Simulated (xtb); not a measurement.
In(OH)2(SeH) (H3InO2Se), SMILES [OH][In]([OH])[SeH]. All values are semi-empirical tight-binding results from xtb (GFN2-xTB unless named), good for trends rather than for accurate numbers. The structure is a stationary point at GFN2-xTB. The structure was generated by enumeration; whether it is a known compound was not checked. The values are those of a single conformer.

Optimised geometry:

Bonded distances (Å): In1–O2 1.960, In1–O4 1.961, In1–Se6 2.473, O2–H3 0.957, O4–H5 0.956, Se6–H7 1.442. Bond angles (°): O2–In1–O4 116.0, O2–In1–Se6 127.8, O4–In1–Se6 116.3, In1–O2–H3 114.6, In1–O4–H5 115.1, In1–Se6–H7 89.3.
Charge 0, spin multiplicity 1.

For metal compounds this method's bond lengths and energies can be far off.

```json
{
  "point_group_as_xtb_finds_it": "Cs",
  "orbital_gap": "2.54 eV",
  "zero_point_energy": "18.8 kcal/mol",
  "G − E(el) at 298.15 K (modified RRHO)": "-3.1 kcal/mol"
}
```

Task: Give the atomic charges and the Wiberg bond orders between heavy atoms. (The exact figures need the calculation; the answer reports its results.)

Result: charges (e) In1 0.31, O2 -0.51, H3 0.31, O4 -0.53, H5 0.31, Se6 -0.06, H7 0.17. Bond orders In1–O2 0.98, In1–O4 0.96, In1–Se6 0.97.
